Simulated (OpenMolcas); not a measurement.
# Cr4+: moving or changing the point charges

Cr4+ among 6 point charges of -2.2 e arranged as a tetragonal octahedron (D4h), 1.78 Å from the ion, with the axial distance 1.691 Å.

```json
{
 "Program": "OpenMolcas 26.06",
 "Method": "CASSCF",
 "Basis": "ANO-RCC-VDZP [5s4p2d1f]",
 "Scalar Hamiltonian": "DKH2, point nucleus",
 "Active space": "2 electrons in 5 orbitals (3d)",
 "State averaging": "2S+1 = 3 even, 10 roots; 2S+1 = 1 even, 15 roots",
 "Spin-orbit coupling": "RASSI with atomic mean-field integrals over the reference wave functions"
}
```

Runs around this geometry, states (labels of D4, the rotations of D4h). Energies in cm-1 above the lowest state or level, χT in cm3 K/mol.

```csv
R (Å),q (e),Axial / equatorial distance,Ground state,First state of that spin,First gap with spin-orbit (degeneracies),χT at 300 K,First state of another spin
1.78,-2.2,0.87,3E,3A2 2638,"17.3 (1, 1)",0.627,1A1 15622
1.78,-1.1,0.95,3E,3A2 374.2,"54.5 (1, 1)",0.596,1E 16820
1.66,-2.2,0.95,3E,3A2 1232,"21.0 (1, 1)",0.670,1E 17044
1.78,-2.2,0.95,3E,3A2 938.4,"29.5 (1, 1)",0.640,1E 17089
1.88,-2.2,0.95,3E,3A2 761.0,"37.5 (1, 1)",0.620,1E 17024
```

Taking the first state of the same spin as R^-n, n = -ln(761 / 1232) / ln(1.88 / 1.66) = 3.9 between the shortest and longest distance.

Scaling the charges by -1.1 / -2.2 = 0.50 scales the first state of the same spin by 374.2 / 938.4 = 0.40; with fixed orbitals a first-order splitting would follow the charge.

An orbital doublet at a regular site is open to a Jahn-Teller distortion, which this geometry leaves out. Without dynamic correlation the repulsion within the d shell is too large (B by tens of per cent), so at a given field states of lower spin stand too high. Point charges carry no covalency, so the field is a model and not that of real ligands. No measured value stands beside these numbers.
